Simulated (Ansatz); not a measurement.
Hf5⁻, relaxed as a doublet with UKS PBE-D4/def2-SVPD in Ansatz, starting from the GFN2-xTB geometry. Force threshold 0.02 eV/Å.

In the def2 sets Hf takes a core potential; there is no spin–orbit coupling. The highest occupied level of the charge -1 doublet lies above zero (up to 0.57 eV). It is a level of β spin, whose loss leaves a triplet; that state wasn't run at this geometry and level. The electron is either unbound and held by the finite basis, or the level is raised by self-interaction error. The relaxation made no stability test and no search for a lower SCF solution. No other spin state of charge -1 was run. The structure comes from a short search, and lower isomers may exist.

Start:

```xyz
5

Hf   -0.9717   -1.0197    1.4257
Hf    0.9723    1.0177   -1.4265
Hf   -1.5741   -0.5782   -1.4859
Hf   -0.2269    1.8841    1.1911
Hf    1.8004   -1.3039    0.2955
```

```tsv
step	energy (eV)	largest force component (eV/Å)	SCF passes
1	-6527.3807	1.679	324
2	-6528.4896	1.437	95
3	-6529.0726	1.166	82
4	-6530.1823	2.185	142
5	-6530.6404	1.112	109
6	-6530.7269	0.145	69
7	-6530.7287	0.055	57
8	-6530.7292	0.002	57
9	-6530.7292	0.001	60
```

Force components are those of the run's own axes.

End:

Cartesian coordinates in Å:
```
Hf -1.1240 -1.1789 1.6514
Hf 1.1259 1.1793 -1.6499
Hf -1.1545 -0.4258 -1.0910
Hf -0.1600 1.3722 0.8711
Hf 1.3125 -0.9467 0.2183
```

Bonds lost: Hf1–Hf2 (atoms count from 1). The end is the same structure that another start reached, the lowest one found.

The force fell under the threshold at step 8, but the optimiser went on. No frequencies were taken in this run, so the end may be a saddle point.

It took 2.7 min on 4 threads of Arm Neoverse V1 on a shared host, peak host memory 0.59 GiB.
